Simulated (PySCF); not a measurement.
WOBr4, SMILES [O]=[W]([Br])([Br])([Br])[Br], multiplicity 1. The structure is a stationary point at PBE0-D3(BJ)/def2-SVP. The spin state was assumed, not searched. The def2 effective core potentials stand for the cores of W; spin–orbit coupling is left out.

Q: Give the equilibrium geometry at PBE0-D3(BJ)/def2-SVP (PySCF confirms it by a frequency run) as a Z-matrix, and its point group. (An estimate is asked for; the answer gives what the named calculation found.)

A: point group C3v.
```
W
O 1 1.6961
Br 1 2.4095 2 92.04
Br 1 2.4095 2 92.04 3 120.00
Br 1 2.4095 2 92.04 3 -120.00
Br 1 2.5533 3 87.96 2 180.00
```
Charge 0, spin multiplicity 1.
